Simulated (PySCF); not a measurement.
Electron correlation in Re(3+) (rhenium, charge +3)

[Xe] 4f14 5d4, high-spin 5D determinant. Computed with PySCF 2.14 in x2c-TZVPPall, with the spin-free X2C one-electron Hamiltonian (Gaussian nucleus). Frozen: [Xe] 4f14; 4 electrons correlated.

```
  level  correlation energy (mhartree)
   CCSD                         -31.65
    (T)                          -0.22
CCSD(T)                         -31.87
```

Diagnostics: T1 = 0.0012, D1 = 0.0017, largest double amplitude 0.019.

Spin-orbit coupling, absent here, splits the open shell strongly.

Cost of the coupled-cluster step: roughly 7 core-seconds, for 4 correlated electrons.
